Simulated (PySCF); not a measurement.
# Two probes of the same atoms: core binding energy and nuclear shielding

C₄H₁₂BOPSi.
Atom-mapped SMILES: `[BH3-:1][P@+:2]1([CH3:3])[C:4]([SiH3:5])=[C:6]1[O:7][CH3:8]`

Binding energies: PySCF 2.14.0, delta-SCF UKS SCAN, pcX-2 on the ionised atom, pcseg-1 elsewhere, spin-free X2C. Shieldings: GIAO KT2/pcSseg-1, non-relativistic, same geometry.

```json
{"atom": "C3", "isotropic shielding (ppm)": "161.3"}
{"atom": "C4", "isotropic shielding (ppm)": "101.7"}
{"atom": "C6", "isotropic shielding (ppm)": "15.6"}
{"atom": "C8", "isotropic shielding (ppm)": "122.0"}
```

Problem. What are the C 1s binding energies of these atoms?

Solution. 
| atom | environment | C 1s (eV) | isotropic shielding (ppm) |
| --- | --- | --- | --- |
| C4 | fully substituted alkene carbon | 289.99 | 101.7 |
| C3 | sp3 carbon bound to phosphorus | 290.84 | 161.3 |
| C6 | vinylic carbon bearing oxygen | 292.32 | 15.6 |
| C8 | methoxy carbon | 292.99 | 122.0 |

Problem. Among the listed atoms, is the one with the highest binding energy also the least shielded?

Solution. No. The highest binding energy is at C8 (292.99 eV, shielding 122.0 ppm), the lowest shielding at C6 (15.6 ppm, 292.32 eV).

By binding energy: C4 < C3 < C6 < C8. By shielding: C6 < C4 < C8 < C3.

The structure is a single PBE0-D3(BJ)/def2-SVP conformer in the gas phase; no vibrational or solvent corrections.

Conformer computed: `[BH3-:1][P@+:2]1([CH3:3])[C:4]([SiH3:5])=[C:6]1[O:7][CH3:8]`: C4–C6–O7–C8 -174°.
